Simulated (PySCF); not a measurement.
**Electron correlation in Au(2+) (gold, charge +2)**

[Xe] 4f14 5d8 6s1, high-spin 4F determinant (an excited configuration). All numbers are calculated (PySCF 2.14, scalar relativity by spin-free X2C-1e, in x2c-TZVPPall (11s7p7d3f1g, 97 functions)). Frozen: [Kr] 4d10 4f14; 17 electrons correlated.

| level | correlation energy (mhartree) |
| --- | --- |
| CCSD | -445.00 |
| (T) | -9.93 |
| CCSD(T) | -454.93 |

Diagnostics: T1 = 0.0057, D1 = 0.0190, largest double amplitude 0.017.

Spin-orbit coupling, absent here, splits the open shell strongly.

Cost of the coupled-cluster step: of the order of 25 core-seconds, for 17 correlated electrons.

Iterations:

```
CC2 = 0
CCSD nocc = (np.int64(10), np.int64(7)), nmo = (67, 67)
frozen orbitals [[0, 1, 2, 3, 4, 5, 6, 7, 8, 9, 10, 11, 12, 13, 14, 15, 16, 17, 18, 19, 20, 21, 22, 24, 25, 26, 27, 28, 29, 30], [0, 1, 2, 3, 4, 5, 6, 7, 8, 9, 10, 11, 12, 13, 14, 15, 16, 17, 18, 19, 20, 21, 22, 24, 25, 26, 27, 28, 29, 30]]
max_cycle = 100
direct = 0
conv_tol = 1e-08
conv_tol_normt = 1e-06
diis_space = 8
diis_start_cycle = 0
Init t2, MP2 energy = -0.451257040633786
Init E_corr(UCCSD) = -0.451257040650402
cycle = 1  E_corr(UCCSD) = -0.438461338481657  dE = 0.0127957022  norm(t1,t2) = 0.0417724
cycle = 2  E_corr(UCCSD) = -0.444781709100765  dE = -0.00632037062  norm(t1,t2) = 0.00829004
cycle = 3  E_corr(UCCSD) = -0.444741201768983  dE = 4.05073318e-05  norm(t1,t2) = 0.00280047
cycle = 4  E_corr(UCCSD) = -0.445015195112304  dE = -0.000273993343  norm(t1,t2) = 0.000812028
cycle = 5  E_corr(UCCSD) = -0.445011604506522  dE = 3.59060578e-06  norm(t1,t2) = 0.000126288
cycle = 6  E_corr(UCCSD) = -0.445003253001526  dE = 8.351505e-06  norm(t1,t2) = 3.21475e-05
cycle = 7  E_corr(UCCSD) = -0.445004861848682  dE = -1.60884716e-06  norm(t1,t2) = 7.77268e-06
cycle = 8  E_corr(UCCSD) = -0.445004936004725  dE = -7.41560424e-08  norm(t1,t2) = 1.33906e-06
cycle = 9  E_corr(UCCSD) = -0.445004865814576  dE = 7.01901491e-08  norm(t1,t2) = 3.16833e-07
cycle = 10  E_corr(UCCSD) = -0.445004867141856  dE = -1.32728029e-09  norm(t1,t2) = 5.20213e-08
UCCSD converged
E(UCCSD) = -19008.10598019014  E_corr = -0.445004867141856
UCCSD(T) correction = -0.00992930038603997
```

This basis was not built for core-valence correlation, so the inner-shell part is incomplete.
